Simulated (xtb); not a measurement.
CH$_{3}$Cl$_{3}$Si, triplet, at the geometry of the source list (a higher spin typed on purpose: for a closed-shell molecule this is an excited state). Base run: GFN2-xTB (xtb).

The xtb input:
```
$ xtb mol.xyz --gfn 2 --uhf 2 --json

# file mol.xyz
8

C     -1.04170000    -0.20300000     0.03620000
Si     0.82190000     0.16020000    -0.02860000
Cl     1.70540000    -1.00140000    -1.42920000
Cl     1.13270000     2.10330000    -0.49670000
Cl     1.66510000    -0.22430000     1.76940000
H     -1.23160000    -1.24300000     0.28650000
H     -1.53670000     0.41110000     0.78330000
H     -1.51520000    -0.00290000    -0.92090000
```

Each row names what was changed in the base input (with any setting that the change needs).

```json
[
 {"change": "base", "ΔE vs base (mEh)": "0.000", "dipole (D)": "2.03", "G_solv (kcal/mol)": "-", "SCF cycles": "22"},
 {"change": "alpb = ch2cl2", "ΔE vs base (mEh)": "-8.407", "dipole (D)": "2.48", "G_solv (kcal/mol)": "-5.67", "SCF cycles": "21"},
 {"change": "gbsa = acetonitrile", "ΔE vs base (mEh)": "-7.586", "dipole (D)": "2.63", "G_solv (kcal/mol)": "-5.50", "SCF cycles": "20"},
 {"change": "etemp = 10000", "ΔE vs base (mEh)": "-141.2", "dipole (D)": "2.04", "G_solv (kcal/mol)": "-", "SCF cycles": "13"},
 {"change": "alpb = acetonitrile", "ΔE vs base (mEh)": "-7.948", "dipole (D)": "2.57", "G_solv (kcal/mol)": "-5.60", "SCF cycles": "20"},
 {"change": "acc = 0.1", "ΔE vs base (mEh)": "0.000", "dipole (D)": "2.03", "G_solv (kcal/mol)": "-", "SCF cycles": "25"},
 {"change": "alpb = dmf", "ΔE vs base (mEh)": "-9.574", "dipole (D)": "2.54", "G_solv (kcal/mol)": "-6.58", "SCF cycles": "20"}
]
```

ALPB and GBSA are two models with their own fitted parameters for each solvent, which aren't always the measured dielectric constant.
